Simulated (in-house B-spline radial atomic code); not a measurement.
Configurations of As IV (As3+), with energies counted from [Ar] 3d10 4s2. Method: scalar-relativistic (X2C) r2SCAN0, spin-polarised, spherical fractional occupations, exact exchange averaged over the configuration, Fermi nucleus of rms radius 4.0968 fm. Calculated with a radial B-spline atomic code at the basis-set limit. Shells without spins written out take the highest spin.

Occupations are held fixed; configurations that lie above the ionisation limit could autoionise.

```json
{"configuration": "[Ar] 3d10 4s1 4d1", "E - E(ref) (eV)": "25.915", "highest orbital": "4d up", "its <r> (bohr)": "2.769"}
{"configuration": "[Ar] 3d10 4s1 5p1", "E - E(ref) (eV)": "30.768", "highest orbital": "5p up", "its <r> (bohr)": "4.239"}
{"configuration": "[Ar] 3d9 4s2 5s1", "E - E(ref) (eV)": "65.035", "highest orbital": "5s up", "its <r> (bohr)": "3.626"}
{"configuration": "[Ar] 3d9 4s2 5f1", "E - E(ref) (eV)": "79.052", "highest orbital": "5f up", "its <r> (bohr)": "7.387"}
{"configuration": "[Ne] 3s2 3p5 3d10 4s2 4p1", "E - E(ref) (eV)": "144.49", "highest orbital": "4p up", "its <r> (bohr)": "1.907"}
{"configuration": "[Ne] 3s2 3p5 3d10 4s2 5d1", "E - E(ref) (eV)": "172.83", "highest orbital": "5d up", "its <r> (bohr)": "5.342"}
```

(1) Order these further configurations by energy, lowest first.
A. [Ne] 3s2 3p5 3d10 4s2 4f1
B. [Ar] 3d9 4s2 4p1
C. [Ne] 3s2 3p5 3d10 4s2 5f1
D. [Ar] 3d10 4s1 4p1
E. [Ar] 3d10 4s1 5f1

(2) How far above the reference does [Ne] 3s2 3p5 3d10 4s2 5p1 lie?

## Answers

(1) D (9.4777 eV), E (40.506 eV), B (46.259 eV), A (172.44 eV), C (177.35 eV).

(2) 167.22 eV; its least bound orbital is 5p up with <r> = 4.129 bohr.
